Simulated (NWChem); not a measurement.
Molecule: CH₃FOSe; SMILES CO[Se]F

```xyz
7

Se     0.4084    -0.5309     0.0535
F     -1.2529    -1.1225    -0.0809
O      0.1885     1.1071    -0.5623
C     -0.4057     2.0565     0.3077
H      0.0932     2.0797     1.2908
H     -0.2979     3.0356    -0.1809
H     -1.4765     1.8419     0.4516
```
Atoms are numbered in this order, from 1.

Coordinates come from a PBE0/def2-SVP optimisation.

**Question.** List the 4 lowest vertical singlet excitations from PBE0/def2-SVPD, TDA (NWChem).

**Answer.** 
```
state  energy (eV)  oscillator strength  leading excitation (squared amplitude)
-----  -----------  -------------------  --------------------------------------
S1            3.31                0.000                      HOMO → LUMO (0.99)
S2            4.47                0.003                    HOMO → LUMO+1 (0.98)
S3            6.20                0.019                    HOMO−1 → LUMO (0.84)
S4            6.31                0.097                    HOMO → LUMO+2 (0.93)
```
